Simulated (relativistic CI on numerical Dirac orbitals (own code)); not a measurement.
What each ingredient does to the levels of Sn XXXIII

Base calculation: Dirac-Coulomb-Breit CI, KLI orbitals optimised for each configuration, model QED (radiative potential, 1s self-energy scaled to tabulated hydrogen-like ionisation energies), unscaled Slater integrals.

Configuration list (outside the closed core [Ne]): 3s²3p⁶, 3s²3p⁵3d, 3s3p⁶3d, 3s²3p⁵4s, 3s²3p⁵4p, 3s²3p⁵4d, 3s3p⁶4s, 3p⁶3d4p, 3p⁶3d², 3p⁵3d³, 3p⁵3d²4s, 3p⁵3d²4p, 3p⁵3d²4d, 3p⁶3d4s, 3p⁵3d4s², 3p⁵3d4s4p, 3p⁵3d4s4d. Double excitations out of closed p, d and f shells are left out; levels of such configurations are missing from the list, as are those of other unlisted configurations, and high levels can miss mixing partners.

The lowest level and the first level of each name with at least 55 % of one term (blank where a level has no safe partner in the second run):

| Level | Base (eV) | Shift (eV) |
| --- | --- | --- |
| 3s²3p⁶ ¹S0 | 0.000 | 0.000 |
| 3s²3p⁵3d ³P°0 | 141.036 | +1.247 |
| 3s²3p⁵3d ³P°1 | 145.584 | +0.963 |
| 3s²3p⁵3d ³F°3 | 150.978 | +0.269 |
| 3s²3p⁵3d ³F°4 | 158.251 | +0.623 |
| 3s²3p⁵3d ³D°3 | 168.722 | -0.415 |
| 3s²3p⁵3d ³D°1 | 182.114 | -1.033 |
| 3s²3p⁵3d ³F°2 | 202.294 | +0.335 |
| 3s²3p⁵3d ¹P°1 | 234.025 | -3.673 |
| 3s3p⁶3d ³D1 | 324.465 | +0.279 |
| 3s3p⁶3d ³D2 | 327.123 | +0.146 |
| 3s3p⁶3d ³D3 | 336.076 | +0.284 |
| 3s3p⁶3d ¹D2 | 346.088 | -0.813 |
| 3p⁶3d² ³F2 | 658.435 | +0.401 |
| 3p⁶3d² ³F3 | 668.210 | +0.527 |
| 3p⁶3d² ³P0 | 671.139 | -0.684 |
| 3p⁶3d² ³F4 | 674.651 | +0.183 |
| 3p⁶3d² ³P1 | 677.730 | -0.400 |
| 3p⁶3d² ¹G4 | 685.412 | -0.350 |
| 3p⁶3d² ¹S0 | 705.917 | -2.277 |
| 3p⁵3d³ ⁵D°0 | 799.227 | +2.224 |
| 3p⁵3d³ ³P°0 | 816.710 | +0.623 |

At this charge energies of transitions that change n are usually good to better than 1 %, and those within a shell (Δn = 0) to a few per cent.

**Question.** One thing was changed in a second run, which moved the levels as shown. Which?
A. QED terms removed
B. only the first 3 configurations
C. configuration mixing switched off
D. Breit term removed
E. valence Slater integrals scaled by 0.9

**Answer.** E. Valence Slater integrals scaled by 0.9. Scaling acts on the splittings between terms and on the mixing, and leaves the fine structure of pure LS terms nearly alone; in jj coupling it moves the levels of one term differently.

LS names give the leading component of a level, which can be under half, so a name can repeat, a term be missing and a line seem to break the LS rules.
